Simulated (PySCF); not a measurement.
Work out the structure from these simulated measurements.

Formula: C6H5F3O.

* Couplings: largest of the computed one-bond spin–spin couplings (means over like bonds): 19F–13C -341.7 (×3), 13C–1H +212.9, 13C–1H +211.2, 13C–1H +185.9, 13C–1H +135.4 (×2) Hz [B3LYP/pcJ-1, spin–dipole term left out for some pairs]
* 13C NMR: chemical shifts (computed TMS as zero) by class: 135.5 (1 C), 133.7 (1 C), 128.2 (1 C), 110.8 (1 C), 107.2 (1 C), 32.9 (1 C) ppm [GIAO KT3/pcSseg-1]
* Dipole: 1.99 D [CAM-B3LYP/def2-SVPD]
* Rotational structure: rotational constants A, B, C: 3.300, 0.781, 0.730 GHz [PBE0-D3(BJ)/def2-SVP]
* Triplet: lowest triplet excitation (Tamm–Dancoff): 4.07 eV [TDA CAM-B3LYP/def2-SVPD]
* UV, strongest line: among the 10 lowest singlet transitions: S7 at 8.05 eV (154 nm, f = 0.296) [TDDFT CAM-B3LYP/def2-SVPD]
* Valence photoelectron: vertical ionisation energy: 9.08 eV [ΔSCF CAM-B3LYP/def2-SVPD]
* NMR, other nuclei: isotropic shieldings of nuclei other than C and H, by class: 38 (1 O), 249 (3 F) ppm [GIAO KT3/pcSseg-1]
* Polarisability: 72.2 au [CAM-B3LYP/def2-SVPD]
* UV, first state: lowest singlet excitation: 6.29 eV (197 nm, f = 0.147) [TDDFT CAM-B3LYP/def2-SVPD]

The electronic properties come from PySCF, for the isolated species, density fitting. Levels stand in brackets. Isolated species at its PBE0-D3(BJ)/def2-SVP geometry (one conformer only). NMR classes are plain means over equivalent atoms (diastereotopic ones count apart unless rotation or inversion swaps them), as if these changed places fast.

Question: What is the compound? Reason from the data.

Answer: Numbering: `[F:1][C:2]([F:3])([F:4])[CH2:5][c:6]1[cH:7][cH:8][o:9][cH:10]1`. Its formula, C6H5F3O, gives 3 degrees of unsaturation: 1 ring and 2 π bonds in the structure found (Kekulé form). 6 carbons fall into 6 classes; from least to most shielded: aromatic CH next to a ring oxygen [C8] (135.5 ppm), aromatic CH next to a ring oxygen [C10] (133.7 ppm), CF3 carbon [C2] (128.2 ppm), substituted aromatic carbon [C6] (110.8 ppm), aromatic CH carbon [C7] (107.2 ppm), benzylic-type carbon [C5] (32.9 ppm). The other shieldings belong to: 38 ppm, furan-type oxygen [O9]; 249 ppm, fluorine of a CF3 group [F1/F3/F4]. The couplings run between: -341.7 Hz, fluorine of a CF3 group [F1] and CF3 carbon [C2] (with 2 like pairs); +212.9 Hz, aromatic CH next to a ring oxygen [C8] and its hydrogen; +211.2 Hz, aromatic CH next to a ring oxygen [C10] and its hydrogen; +185.9 Hz, aromatic CH carbon [C7] and its hydrogen; +135.4 Hz, benzylic-type carbon [C5] and its hydrogen (with 1 like pair). The first electron is taken from the HOMO, whose largest Löwdin shares are 0.28 on an aromatic CH next to a ring oxygen, 0.26 on an aromatic CH next to a ring oxygen, 0.16 on the substituted aromatic carbon and 0.14 on the aromatic CH carbon. The optimised geometry has point group C1 and is an asymmetric top. Structure: `FC(F)(F)CC1=COC=C1`. Computed isomers that give other values at the same levels: `C=C1C=C1OCC(F)(F)F` (rotational constant A: 3.438 GHz; this holds for the one conformer computed); `C=CC(=C)C(=O)C(F)(F)F` (rotational constant A: 2.415 GHz; this holds for the one conformer computed); `CC#CCC(=O)C(F)(F)F` (lowest singlet excitation: 4.23 eV (293 nm, f = 0.001)). The assignments are read from this structure; whether some other isomer fits the data as well wasn't checked.

Shape of the structure used: `[F:1][C:2]([F:3])([F:4])[CH2:5][c:6]1[cH:7][cH:8][o:9][cH:10]1`: F1–C2–C5–C6 59°, C2–C5–C6–C7 66°.
